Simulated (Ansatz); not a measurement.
Total energies of `Sc1ccc(-c2ccc(-c3ccc(-c4ccc(S)s4)s3)s2)s1` from Ansatz at PBE0-D4/def2-TZVP, gas phase (1 Eh = 27.2114 eV = 2625.5 kJ/mol). The reference geometry is relaxed at PBE-D4/def2-SVP.

| state | geometry | energy (Eh) |
| --- | --- | --- |
| charge 0 singlet | reference | -3003.64298 |
| charge 1 doublet | reference | -3003.40790 |
| charge -1 doublet | reference | -3003.69041 |
| free S atom (triplet) | – | -397.97371 |
| free C atom (triplet) | – | -37.80537 |
| free H atom (doublet) | – | -0.50104 |

Single mean-field runs in def2-TZVP are fitted with def2-universal-jkfit.

Question: Work out the vertical ionisation energy to the doublet.

Answer: E(charge 1 doublet) − E(charge 0 singlet) = -3003.40790 − (-3003.64298) = 0.23508 Eh = 6.40 eV. For comparison, −ε of the highest occupied level is 5.31 eV at this level, 1.09 eV less.

Question: Work out the vertical electron affinity, to the doublet.

Answer: E(charge 0 singlet) − E(charge -1 doublet) = -3003.64298 − (-3003.69041) = 0.04743 Eh = 1.29 eV. The basis lacks diffuse functions, which makes affinities too small.

Question: Give the fundamental gap IE − EA, the Mulliken electronegativity (IE + EA)/2 and the hardness (IE − EA)/2.

Answer: From the values in Eh: IE − EA = 0.23508 − 0.04743 = 0.18765 Eh = 5.11 eV; (IE + EA)/2 = 3.84 eV; (IE − EA)/2 = 2.55 eV. The HOMO–LUMO gap of the same run is 3.01 eV, 2.10 eV smaller than the fundamental gap.

Question: What is the binding energy per atom against free atoms?

Answer: Atoms: 6 × (-397.97371) + 16 × (-37.80537) + 10 × (-0.50104) = -2997.73858 Eh. Binding: -2997.73858 − (-3003.64298) = 5.90440 Eh = 160.67 eV, or 5.02 eV for each of 32 atoms (no zero-point energy, no counterpoise term).
